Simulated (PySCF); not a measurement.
`[CH3][GaH2-][AsH3+]`. Theory: PBE0-D3(BJ)/def2-SVP geometry optimisation, gas phase in PySCF 2.14.0.

```
atom  x, y, z in Å
C1    -1.7888    0.5119    0.0828
Ga2   -0.5778   -0.9696   -0.4417
As3    1.7811    0.1268    0.1818
H4    -2.8306    0.2093   -0.1151
H5    -1.6003    1.4262   -0.5008
H6    -1.7164    0.7558    1.1537
H7    -0.2232   -1.1754   -1.9698
H8    -0.3931   -2.2034    0.5325
H9     2.1013    0.5357    1.6032
H10    3.0511   -0.6556   -0.0674
H11    2.2355    1.4131   -0.4748
```

Which two atoms are farthest apart?

H4···H10, 5.95 Å; the next longest distance is 5.23 Å.

Work out the bond lengths C1–Ga2, C1–H5, As3–H9, As3–H11 in pm.

For C1–Ga2 the difference vector is (1.2110, -1.4815, -0.5245) Å, of length 1.9841 Å. C1–Ga2 198.4; C1–H5 110.1; As3–H9 151.3; As3–H11 151.4 pm.

Where is the centre of mass (commonest isotopes), and what is the radius of gyration?

Mass 163.910 u; centre at (0.444, -0.310, -0.096) Å; Rg = √(Σ m r²/M) = 1.538 Å. As Ia + Ib + Ic = 2 Σ m r², the three principal moments sum to 775.3 u·Å².

What are the angles H5–C1–H6, As3–Ga2–H8, C1–Ga2–H7, As3–Ga2–H7?

From the scalar product of the two bond vectors; for H5–C1–H6 it is -0.3883 Å² over 1.1009 × 1.1007 Å², cos θ = -0.3205. H5–C1–H6 108.7°; As3–Ga2–H8 94.2°; C1–Ga2–H7 119.3°; As3–Ga2–H7 94.6°.

Give the dihedral angles H4–C1–Ga2–H8, H8–Ga2–As3–H10, H6–C1–Ga2–H7.

H4–C1–Ga2–H8 -79° (synclinal); H8–Ga2–As3–H10 60° (synclinal); H6–C1–Ga2–H7 -162° (antiperiplanar). Dihedral signs follow IUPAC: positive where, seen along the central bond, the front bond turns clockwise onto the rear one.

How far apart are these pairs, which share no bond: C1···As3, Ga2···H10, H4···H11, H7···H8, H7···H9?

C1···As3 3.592 Å (2 bonds apart); Ga2···H10 3.662 Å (2 bonds apart); H4···H11 5.220 Å (4 bonds apart); H7···H8 2.711 Å (2 bonds apart); H7···H9 4.593 Å (3 bonds apart).

What is the repulsion energy of the bare nuclei, Σ ZA·ZB/RAB?

410.34 Eh over 55 pairs, with full nuclear charges and distances in bohr; the largest single term is 202.38 Eh (Ga2 with As3).

The point group is Cs within 0.08 Å; differences among equivalent distances and angles are scatter left by the optimiser. Not checked by PBE0-D3(BJ)/def2-SVP frequencies.
